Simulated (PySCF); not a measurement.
# A small calculation by hand: dipole moment from atomic charges

C4H3Br, SMILES C#C/C=C\Br. Atoms are numbered in the order given.

```xyz
8

C     -1.0052     2.7888     0.0000
C     -0.0172     2.0829     0.0000
C      1.1585     1.2874     0.0000
C      1.2126    -0.0563     0.0000
Br    -0.2996    -1.1782     0.0000
H     -1.8855     3.4034     0.0000
H      2.1195     1.8161     0.0000
H      2.1593    -0.5981     0.0000
```

Geometry: B3LYP-D3(BJ)/def2-SVP.

Charges (e) from r2SCAN/def2-TZVP run with PySCF:

```tsv
atom	Mulliken	IAO
C1	-0.063	-0.221
C2	0.030	-0.025
C3	-0.370	-0.172
C4	-0.056	-0.203
Br5	-0.033	0.043
H6	0.199	0.212
H7	0.139	0.186
H8	0.154	0.179
```

The dipole moment of the full density is 1.12 D.

What dipole moment does each set of point charges give, and which comes closer to that of the density?


μ = Σ q r, and 1 e Å = 4.8032 D.
Mulliken: Σ q r = (-0.172, 0.290, 0.000) e Å, |μ| = 1.62 D.
IAO: Σ q r = (0.145, 0.023, 0.000) e Å, |μ| = 0.71 D.
IAO comes closer in size. Point charges leave out the atoms' own dipoles (lone pairs, polarised bonds); fits to the potential absorb them, partitions of the density don't.
